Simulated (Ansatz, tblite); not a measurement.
Isomers of MgSe$_{2}$⁻ (doublet), found by a short tight-binding search and relaxed with PBE0-D4/def2-TZVPD in Ansatz.

The xTB rows come from tblite. LC-ωPBE has ω = 0.4 bohr⁻¹. Correlated methods freeze 19 core orbitals; core or outer-core shells of Mg, Se are correlated, in sets that lack core-valence functions. In CCSD on the charge -1 doublet the largest single amplitude is 0.22, so its Hartree–Fock determinant may place the open shell otherwise than the density functionals do.

Run but left out: MP2/def2-SVPD (B: ⟨S²⟩ 0.99, where a pure state has 0.75).

A: At PBE-D4/def2-TZVPD the gap within one spin of the charge -1 doublet nearly closes, so an electron or hole may be smeared out by delocalisation error. B: At CCSD(T)/def2-SVPD the charge -1 doublet is spin-contaminated (final ⟨S²⟩ up to 0.99, 0.75 for a pure state). At PBE-D4/def2-TZVPD, r2SCAN-D4/def2-TZVPD the highest occupied level of the charge -1 doublet lies above zero (up to 0.17 eV). It is a level of β spin, whose loss leaves a triplet; that state wasn't run at this geometry and level. The electron is either unbound and held by the finite basis, or the level is raised by self-interaction error. At PBE-D4/def2-TZVPD, r2SCAN-D4/def2-TZVPD the gap within one spin of the charge -1 doublet nearly closes, so an electron or hole may be smeared out by delocalisation error.

Other spin states were run for one of them alone.

A:

```xyz
3

Mg    0.0009   -0.0008    0.0028
Se   -1.2850   -1.9836   -0.2842
Se    1.2841    1.9844    0.2814
```

B:

```csv
atom,x (Å),y (Å),z (Å)
Mg1,-1.5300,0.8132,-0.6428
Se2,0.2443,-0.6069,1.3072
Se3,1.2858,-0.2063,-0.6644
```

Task: Estimate which lies lowest at each level, and how far above it the others are (kJ/mol).

Result: 
```csv
level,A,B
GFN1-xTB,25.4,0.0
GFN2-xTB,0.0,167.0
HF/def2-SVPD,0.0,170.3
PBE-D4/def2-TZVPD,0.0,120.9
r2SCAN-D4/def2-TZVPD,0.0,149.7
PBE0-D4/def2-TZVPD,0.0,121.2
LC-ωPBE/def2-TZVPD,0.0,130.5
B2PLYP/def2-TZVPD,0.0,130.8
CCSD/def2-SVPD,0.0,128.9
CCSD(T)/def2-SVPD,0.0,124.4
```
Point groups (tolerance 0.1 Å): A D∞h, B C2v. Lower isomers may exist.
